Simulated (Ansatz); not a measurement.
Reactions of `CC(C)CC(C)(C)C`.

Program: Ansatz. Geometries: PBE0-D4/def2-TZVP. ΔE: electronic, gas phase. CCSD(T)/CBS is the MP2 limit (def2-TZVPP, def2-QZVPP) plus CCSD(T) − MP2 in def2-TZVPP, frozen cores. This one scheme is used for every species, atoms too. DFT in def2-TZVPP. Open shells (•) are unrestricted, without spin–orbit coupling. Spin–orbit coupling would lower the free atoms: a little for C. Bonds to Br are less sure, by a few kJ/mol each and by 10 to 20 or more in all where they break to atoms, as the def2 sets lack core-valence functions. Scalar relativity is left out up to krypton. One conformer a species, not always the lowest.

| reaction | HF/CBS(def2) (kJ/mol) | ωB97X-V (kJ/mol) | PBE-D4 (kJ/mol) | CCSD(T)/CBS(def2) (kJ/mol) |
| --- | --- | --- | --- | --- |
| `CC(C)CC(C)(C)C` + `CB(O)O` → `COB(C)O` + `CCCC(C)(C)C` | 17 | 32 | 34 | 39 |
| `CC(C)CC(C)(C)C` → `CC(C)C(C)(C)C` + `[CH2]` (triplet) | 286 | 444 | 438 | 433 |
| `CC(C)CC(C)(C)C` + H₂ → `CCCC(C)(C)C` + CH₄ | -103 | -75 | -74 | -72 |
| `CC(C)CC(C)(C)C` → 8 C• + 18 H• | 7902 | 10387 | 10539 | 10378 |
| `CC(C)CC(C)(C)C` + H₂ → `CC(C)(C)C` + propane | -113 | -72 | -71 | -67 |
| `CC(C)CC(C)(C)C` + H₂O → `CC(C)CO` + `CC(C)C` | 0 | 30 | 29 | 44 |
| `CC(C)CC(C)(C)C` → `CCCC(C)(C)C` + `[CH2]` (triplet) | 271 | 440 | 434 | 431 |
| `CC(C)CC(C)(C)C` + `[F][Al]([F])[SH]` → `C[S][Al]([F])[F]` + `CC(C)CC(C)C` | 2 | 14 | 9 | 17 |
| `CC(C)CC(C)(C)C` + HBr → `CC(C)Br` + `CC(C)(C)C` | -32 | -13 | -18 | -13 |
| `CC(C)CC(C)(C)C` → `CC(C)CC(C)C` + `[CH2]` (triplet) | 269 | 441 | 434 | 433 |

Largest T1 diagnostic: 0.012, for `[F][Al]([F])[SH]`.
